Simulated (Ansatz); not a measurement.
`C[Si](F)(F)Cl` + `BO[SiH3]` → `BO[SiH2]C` + `F[SiH](F)Cl` at 500 K and 1 bar (formal exchange of groups at a C–Si bond).

Isolated molecules relaxed with PBE0-D4/def2-TZVP in Ansatz; ΔE leaves out vibrations. CCSD(T)/CBS adds triple-zeta CCSD(T) − MP2 to the extrapolated MP2 energy (def2 sets, frozen cores). Each species was taken in one conformer, which may not be the lowest.

| species | CCSD(T)/CBS energy (Eh) | H − E (kJ/mol) | S (J/(mol·K)) |
| --- | --- | --- | --- |
| `C[Si](F)(F)Cl` | -988.51588 | 159.8 | 392.4 |
| `BO[SiH3]` | -392.11480 | 167.4 | 338.5 |
| `BO[SiH2]C` | -431.39483 | 253.9 | 393.2 |
| `F[SiH](F)Cl` | -949.23245 | 73.8 | 338.6 |

H − E and S are ideal-gas, rigid-rotor, harmonic terms from PBE0-D4/def2-TZVP, for one conformer and one mirror image of each species. 1 Eh = 2625.50 kJ/mol, R = 8.31446 J/(mol·K).

Q: By hand: ΔE, ΔH, ΔS and ΔG.

A: ΔE = (-431.39483) + (-949.23245) − (-988.51588) − (-392.11480) = 0.00340 Eh = 8.9 kJ/mol. Δ(H − E) = 253.9 + 73.8 − 159.8 − 167.4 = 0.5, so ΔH = 9.4 kJ/mol. ΔS = 393.2 + 338.6 − 392.4 − 338.5 = 0.9 J/(mol·K). ΔG = 9.4 − 500 × (0.9)/1000 = 9.0 kJ/mol.

Q: By hand: the equilibrium constant, and the temperature at which ΔG would vanish if ΔH and ΔS stayed fixed.

A: log₁₀ K = −ΔG/(RT ln 10) = -0.9. ΔG = 0 at ΔH/ΔS = 10444 K, far beyond where these terms or the molecules hold.

The number of gas molecules stays the same, so ΔS is small and ΔH decides. A doubt of 5 kJ/mol in ΔE shifts log₁₀ K by 0.5 here. Other conformers and mirror images would add mixing entropy, several J/(mol·K) or more a flexible species. Modes under 60 cm⁻¹, often nearly free rotors, make the harmonic entropy too high. These are equilibria of isolated gas molecules and say nothing of rates. Largest T1 diagnostic: 0.013 (customary marks: 0.02 for closed shells, 0.045 for open ones).
